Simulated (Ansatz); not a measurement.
Input file for `[F][Mo]([F])(=[S])=[S]`:

```yaml
crystal:
  periodic: [false, false, false]
  atoms:
    - {symbol: F, position_ang: [-0.848917, -0.082193, 1.663993]}
    - {symbol: Mo, position_ang: [0.040030, -0.059422, 0.064946]}
    - {symbol: F, position_ang: [1.593475, -1.025876, 0.086587]}
    - {symbol: S, position_ang: [-1.212945, -0.823386, -1.418063]}
    - {symbol: S, position_ang: [0.478358, 1.917177, -0.438863]}
basis:
  gaussian: {orbitals: def2-TZVPP}
correlation: {method: ccsd_t}
output: {orbitals: {seedname: orbitals}}
```

```sh
$ ansatz run in.yaml --threads 4 --pin off --events-out ev --progress --plain --max-ram 10444MiB
```

Log, shortened:

```
Functional definition: HF
1296 factors; integrals over basis functions are off by at most 5.1e-4 eV
mean field evaluation 1: about -28881.2010 eV, gradient 6.4e1 eV
mean field evaluation 2: about -28881.5742 eV, gradient 6.5e1 eV
mean field evaluation 4: about -28889.6491 eV, gradient 1.2e1 eV
mean field evaluation 8: about -28889.9050 eV, gradient 1.2e0 eV
mean field evaluation 16: about -28889.9131 eV, gradient 2.8e-6 eV
mean field -28889.91309832 eV, -1061.6847240768 hartree, gradient 3.1e-6 eV, S^2 0.000000; 5 other end points of the search recorded, 0 dependent functions left out; unrestricted orbitals would lower it
determinant -28889.91309832 eV, -1061.6847240768 hartree, with singles and doubles -28927.97313846 eV, -1063.0834047541 hartree
determinant -28884.24538706 eV, -1061.4764395296 hartree, with singles and doubles -28921.46670548 eV, -1062.8442977521 hartree
12 core orbitals not correlated: weight in the atoms' cores, before any rotation towards them, 1.000 or more for the frozen orbitals, at most 0.000 for the correlated occupied ones
reference -28889.91309832 eV, -1061.6847240768 hartree; 20, 20 occupied and 170, 170 virtual orbitals, 1296 factors
second order -40.11199734 eV of doubles, -0.00000000 eV of singles
cycle   1  -37.94687981 eV  change    -2.4e0 eV  update   2.7e-2
cycle   2  -38.02798642 eV  change   -8.1e-2 eV  update   6.3e-3
cycle   3  -38.01344462 eV  change    1.5e-2 eV  update   4.3e-3
cycle   4  -38.01783988 eV  change   -4.4e-3 eV  update   1.7e-3
cycle   5  -38.01671498 eV  change    1.1e-3 eV  update   1.4e-3
cycle   6  -38.01656426 eV  change    1.5e-4 eV  update   4.4e-4
cycle   7  -38.01695859 eV  change   -3.9e-4 eV  update   1.9e-4
cycle   8  -38.01691312 eV  change    4.5e-5 eV  update   6.7e-5
cycle   9  -38.01696188 eV  change   -4.9e-5 eV  update   3.6e-5
perturbative correction -2.46686117 eV, -0.0906554760 hartree
Total energy: -28930.39692137 eV, -1063.1724771332 hartree
```

Hardware: 4 threads of an Arm Neoverse V2 on a shared host. Wall time 52 s, peak host memory 1.9 GiB.

Correlation energy per correlated electron: -1.012 eV. T1 diagnostic: 0.0248.
